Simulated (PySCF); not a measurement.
Shieldings and the share of exact exchange

Molecule: SMILES C=C[B@@H-]([PH3+])Cl, C2H7BClP.

Numbering as in the mapped SMILES `[CH2:1]=[CH:2][B@@H-:3]([PH3+:4])[Cl:5]`; H(Xn) means a hydrogen on atom n. Ha(C1) is cis to B3; Hb(C1) is trans to B3.

GIAO shieldings (ppm, equivalent atoms averaged) in PySCF on the PBE0-D3(BJ)/def2-SVP geometry, basis pcSseg-2, gas phase, non-relativistic:

| functional | exact exchange (%) | σ(C1) | σ(B3) | σ(Cl5) |
| --- | --- | --- | --- | --- |
| BLYP | 0 | 51.7 | 104.6 | 914.8 |
| BP86 | 0 | 54.2 | 108.3 | 924.7 |
| PBE | 0 | 54.1 | 108.4 | 922.9 |
| B3LYP | 20 | 54.1 | 109.3 | 945.4 |
| mPW1PW91 | 25 | 56.5 | 113.5 | 960.7 |
| BHandHLYP | 50 | 58.5 | 115.6 | 979.9 |
| HF | 100 | 68.1 | 125.4 | 1023.4 |

**Question.** Fit each shielding as a line in the percentage of exact exchange.

**Answer.** σ(C1) = 52.7 + 0.14 x (rms 1.2 ppm); σ(B3) = 107.1 + 0.18 x (rms 1.5 ppm); σ(Cl5) = 924.2 + 1.04 x (rms 5.8 ppm). The functionals also differ in their semilocal parts, which the line can't hold; Hartree–Fock has no correlation at all.

**Question.** What does the line predict for PBE0 (25 %), and what does the run give?

**Answer.** σ(C1): 56.2 predicted, 57.2 computed; σ(B3): 111.6 predicted, 114.0 computed; σ(Cl5): 950.2 predicted, 959.9 computed ppm.
